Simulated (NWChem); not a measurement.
System: PH, triplet; SMILES [PH]

NWChem input:

```
start job
memory heap 200 mb stack 900 mb global 1100 mb
geometry units angstroms noautosym nocenter noautoz
  P      0.000000     0.000000    -0.102086
  H      0.000000     0.000000     1.326089
end
basis spherical
  * library def2-svp
end
dft
  odft
  mult 3
  xc m05-2x
  iterations 150
end
cosmo
  do_cosmo_smd true
  solvent water
end
task dft energy
```

The geometry was optimised at PBE0-D3(BJ)/def2-TZVP, spin-unrestricted. No stability test was run on the SCF state. Solvent: water.

Level: M05-2X/def2-SVP with SMD (1 M gas to 1 M solution), gas-phase geometry. Reactions with the solvent are ignored.

Q: Give the results of this calculation. (M05-2X/def2-SVP, spin-unrestricted, SMD on the gas-phase geometry.) Quantities: solvation free energy (kcal/mol); cavity-dispersion-structure term (kcal/mol); dipole in solution (D).

A: 
```json
{
 "solvation free energy (kcal/mol)": "0.2",
 "cavity-dispersion-structure term (kcal/mol)": "0.7",
 "dipole in solution (D)": "0.93"
}
```
